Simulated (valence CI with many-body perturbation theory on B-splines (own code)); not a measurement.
# E1 transitions of Ce45+

Calculated by relativistic CI+MBPT: three valence electrons over a frozen Dirac-Fock core [Ne], a basis of 11 s, 11 p, 9 d, 7 f, 5 g, 2 h, 1 i functions for each j, with the one-electron correlation potential Σ1, the two-electron term Σ2, the three-electron term Σ3, Breit, model QED; selected CI, second order for the rest (own B-spline code, finite nucleus).

The last digits are not significant, and no measured levels were compared; by estimate large intervals hold to a few tenths of a per cent, small ones and those within an open d or f shell to about a per cent.

Lines 151 to 200 of 275 in falling wavelength, among levels below 52.174 Ry, chosen from the strongest by gf and those to the six lowest levels. Wavelengths and rates use the calculated energies. Electric multipoles are in the length gauge, E1 and E2 with the static RPA response of the core. Weak lines are less certain than strong ones. Lines between different terms over intervals too small for the method are left out, as are lines whose strength nearly cancels. The highest levels of a list are the least certain.

Levels are named by their leading jj configuration (3d3/2^4 stands for four electrons in 3d with j = 3/2), which in mixed levels can hold well under half, so a name can repeat and another be missing. Letters in brackets count levels of one name in rising energy.

```
λ vac (Å)                          Upper                       Lower   A (s⁻¹)  S (a.u.) with core polarisation  S without
    49.22             (3s 3p3/2^2) J=3/2          (3s^2 3p3/2) J=3/2  6.99e+11                         1.65e-01   1.68e-01
    48.99     (3s 3p1/2 3d3/2) J=3/2 [a]          (3s 3p1/2^2) J=1/2  2.86e+10                         6.64e-03   6.77e-03
    48.62     (3s 3p3/2 3d3/2) J=3/2 [a]  (3s 3p1/2 3p3/2) J=3/2 [b]  2.03e+09                         4.61e-04   4.70e-04
    48.53     (3s 3p3/2 3d5/2) J=3/2 [b]          (3s^2 3d5/2) J=5/2  3.64e+11                         8.21e-02   8.36e-02
    48.47     (3s 3p3/2 3d3/2) J=5/2 [a]  (3s 3p1/2 3p3/2) J=3/2 [b]  2.26e+10                         7.62e-03   7.76e-03
    48.44     (3s 3p3/2 3d3/2) J=1/2 [a]  (3s 3p1/2 3p3/2) J=3/2 [b]  1.86e+10                         2.08e-03   2.12e-03
    48.33          (3p1/2 3p3/2^2) J=5/2  (3s 3p1/2 3p3/2) J=3/2 [a]  9.56e+09                         3.19e-03   3.25e-03
    48.28  (3p1/2 3p3/2 3d3/2) J=5/2 [b]      (3s 3p1/2 3d3/2) J=5/2  4.98e+10                         1.66e-02   1.69e-02
    48.17  (3p1/2 3p3/2 3d3/2) J=3/2 [a]       (3p1/2^2 3p3/2) J=3/2  7.06e+10                         1.56e-02   1.59e-02
    48.15  (3p1/2 3p3/2 3d5/2) J=5/2 [b]  (3s 3p1/2 3d5/2) J=5/2 [a]  9.35e+10                         3.09e-02   3.15e-02
    48.15     (3s 3p3/2 3d5/2) J=5/2 [b]          (3s^2 3d5/2) J=5/2  2.79e+11                         9.21e-02   9.38e-02
    47.46          (3p1/2 3p3/2^2) J=3/2  (3s 3p1/2 3p3/2) J=3/2 [a]  1.96e+11                         4.15e-02   4.22e-02
    47.11             (3s 3d3/2^2) J=3/2      (3s 3p1/2 3d3/2) J=1/2  2.79e+11                         5.77e-02   5.87e-02
    47.04     (3s 3d3/2 3d5/2) J=7/2 [a]  (3s 3p1/2 3d5/2) J=5/2 [b]  4.30e+10                         1.77e-02   1.80e-02
    46.72  (3p1/2 3p3/2 3d5/2) J=3/2 [b]  (3s 3p1/2 3d5/2) J=5/2 [a]  6.24e+10                         1.26e-02   1.28e-02
    46.71                (3p3/2^3) J=3/2          (3s 3p3/2^2) J=5/2  1.17e+11                         2.36e-02   2.41e-02
    46.65  (3p1/2 3p3/2 3d3/2) J=5/2 [b]  (3s 3p1/2 3d3/2) J=3/2 [a]  8.31e+10                         2.50e-02   2.54e-02
    46.51     (3s 3d3/2 3d5/2) J=5/2 [a]      (3s 3p1/2 3d5/2) J=3/2  2.91e+10                         8.68e-03   8.85e-03
    46.34     (3s 3p3/2 3d3/2) J=3/2 [b]      (3s 3p1/2 3p3/2) J=1/2  1.57e+11                         3.08e-02   3.14e-02
    46.11             (3s 3d3/2^2) J=5/2  (3s 3p1/2 3d3/2) J=3/2 [b]  3.92e+11                         1.14e-01   1.16e-01
    46.02          (3p1/2 3p3/2^2) J=1/2  (3s 3p1/2 3p3/2) J=3/2 [a]  2.16e+10                         2.07e-03   2.11e-03
    45.63     (3s 3p3/2 3d3/2) J=3/2 [a]      (3s 3p1/2 3p3/2) J=5/2  6.18e+10                         1.16e-02   1.18e-02
    45.61     (3s 3d3/2 3d5/2) J=7/2 [a]      (3s 3p1/2 3d5/2) J=7/2  2.59e+11                         9.70e-02   9.88e-02
    45.50     (3s 3p3/2 3d3/2) J=5/2 [a]      (3s 3p1/2 3p3/2) J=5/2  3.25e+11                         9.07e-02   9.24e-02
    45.06         (3s 3p3/2 3d3/2) J=7/2      (3s 3p1/2 3p3/2) J=5/2  3.06e+11                         1.11e-01   1.13e-01
    44.98     (3s 3p3/2 3d3/2) J=3/2 [b]  (3s 3p1/2 3p3/2) J=3/2 [b]  2.04e+11                         3.67e-02   3.73e-02
    44.61     (3s 3d3/2 3d5/2) J=5/2 [a]      (3s 3p1/2 3d5/2) J=7/2  7.09e+10                         1.86e-02   1.90e-02
    44.42  (3p1/2 3p3/2 3d3/2) J=3/2 [b]       (3p1/2^2 3p3/2) J=3/2  4.91e+11                         8.49e-02   8.65e-02
    44.41     (3s 3d3/2 3d5/2) J=5/2 [b]      (3s 3p1/2 3d5/2) J=3/2  1.50e+11                         3.90e-02   3.97e-02
    44.37     (3s 3d3/2 3d5/2) J=3/2 [b]      (3s 3p1/2 3d5/2) J=3/2  2.67e+11                         4.61e-02   4.69e-02
    44.35     (3s 3d3/2 3d5/2) J=7/2 [a]  (3s 3p1/2 3d5/2) J=5/2 [a]  9.48e+10                         3.26e-02   3.33e-02
    44.32  (3p1/2 3p3/2 3d3/2) J=5/2 [b]       (3p1/2^2 3p3/2) J=3/2  2.04e+11                         5.26e-02   5.35e-02
    44.11         (3s 3p1/2 3d3/2) J=1/2          (3s 3p1/2^2) J=1/2  4.64e+11                         3.93e-02   4.00e-02
    44.03     (3s 3d3/2 3d5/2) J=7/2 [b]  (3s 3p1/2 3d5/2) J=5/2 [b]  2.06e+11                         6.93e-02   7.06e-02
    43.99         (3s 3d3/2 3d5/2) J=9/2      (3s 3p1/2 3d5/2) J=7/2  2.32e+11                         9.74e-02   9.93e-02
    43.93     (3s 3d3/2 3d5/2) J=5/2 [b]  (3s 3p1/2 3d5/2) J=5/2 [b]  2.51e+11                         6.30e-02   6.42e-02
    43.89     (3s 3d3/2 3d5/2) J=3/2 [b]  (3s 3p1/2 3d5/2) J=5/2 [b]  9.14e+10                         1.53e-02   1.55e-02
    43.85             (3s 3d3/2^2) J=1/2  (3s 3p1/2 3d3/2) J=3/2 [b]  5.28e+11                         4.39e-02   4.47e-02
    43.80     (3s 3p1/2 3d3/2) J=3/2 [b]          (3s 3p1/2^2) J=1/2  4.95e+11                         8.20e-02   8.36e-02
    43.80  (3p1/2 3p3/2 3d3/2) J=1/2 [b]       (3p1/2^2 3p3/2) J=3/2  3.35e+11                         2.77e-02   2.83e-02
    43.75     (3s 3p3/2 3d5/2) J=5/2 [a]  (3s 3p1/2 3p3/2) J=3/2 [b]  1.85e+09                         4.58e-04   4.67e-04
    43.62     (3s 3p3/2 3d3/2) J=3/2 [a]  (3s 3p1/2 3p3/2) J=3/2 [a]  3.22e+11                         5.27e-02   5.37e-02
    43.61     (3s 3p3/2 3d5/2) J=3/2 [a]      (3s 3p1/2 3p3/2) J=1/2  1.21e+11                         1.98e-02   2.02e-02
    43.54             (3s 3d3/2^2) J=1/2      (3s 3p1/2 3d3/2) J=1/2  3.00e+11                         2.45e-02   2.49e-02
    43.50     (3s 3p3/2 3d3/2) J=5/2 [a]  (3s 3p1/2 3p3/2) J=3/2 [a]  1.45e+11                         3.54e-02   3.61e-02
    43.47     (3s 3p3/2 3d3/2) J=1/2 [a]  (3s 3p1/2 3p3/2) J=3/2 [a]  3.19e+11                         2.59e-02   2.64e-02
    43.42         (3s 3d3/2 3d5/2) J=1/2      (3s 3p1/2 3d5/2) J=3/2  5.22e+11                         4.22e-02   4.29e-02
    43.41     (3s 3d3/2 3d5/2) J=5/2 [a]  (3s 3p1/2 3d5/2) J=5/2 [a]  2.63e+11                         6.37e-02   6.48e-02
    43.41             (3s^2 3d3/2) J=3/2          (3s^2 3p1/2) J=1/2  6.46e+11                         1.04e-01   1.06e-01
    43.41     (3s 3p3/2 3d3/2) J=1/2 [b]      (3s 3p1/2 3p3/2) J=1/2  3.53e+11                         2.85e-02   2.90e-02
```
